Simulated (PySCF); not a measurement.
**Spinor energies of Ni (nickel, neutral)**

Start: [Ar] 3d9 4s1; 3d3/2 filled at m_j = -3/2, -1/2, +1/2, +3/2; 3d5/2 filled at m_j = -3/2, -1/2, +1/2, +3/2, +5/2; 4s1/2 filled at m_j = +1/2. Calculated with PySCF 2.14 in x2c-TZVPall-2c with one added diffuse shell each of s, p, d type (7s8p5d1f, 63 functions): generalised Hartree-Fock with the X2C-1e Hamiltonian and a Gaussian nucleus; one run each with spin-orbit coupling (SO) switched off, then screened by Boettger's factors. This is a chosen level, not necessarily the ground level.

```
spinor shell  electrons  ε, spin-free (eV)  ε, screened SO (eV)  weight of nominal j (screened SO)  rms radius, screened SO (bohr)
       1s1/2          2            -8396.9              -8396.8                              1.000                          0.0624
       2s1/2          2            -1044.6              -1044.6                              1.000                           0.265
       2p1/2          2            -893.91              -906.16                              0.999                           0.236
       2p3/2          4            -893.91              -887.90                              1.000                           0.239
       3s1/2          2            -130.03              -130.02                              1.000                           0.799
       3p1/2          2            -84.170              -86.803                              0.944                           0.850
       3d3/2          4            -12.234              -12.813                              0.812                            1.22
       3d5/2          5            -12.234              -11.776                              0.849                            1.24
       4s1/2          1             -6.592               -6.594                              1.000                            3.60
```

Task: Where does 3p3/2 lie, and what is the 3p spin-orbit splitting (screened SO)?

Result: At -82.866 eV, 3.938 eV above 3p1/2.

```csv
quantity,spin-free,screened SO
E (hartree),-1519.00426,-1519.03960
M_J,3,3
⟨J²⟩,12.010,12.010
⟨L²⟩,6.010,6.012
⟨S²⟩,2.000,2.002
```

Each row is a mean over spinors that exchange with the open shell spreads, by up to 6.669 eV (3p3/2).

Rows whose weight is well below 1 are mixtures of j = l ± 1/2: exchange outweighs spin-orbit coupling there, and the label is only the starting occupation.

Without spin-orbit coupling the j labels of p, d and f shells carry no meaning; the spin-free column gives the mean over the occupied spinors of each nl shell.
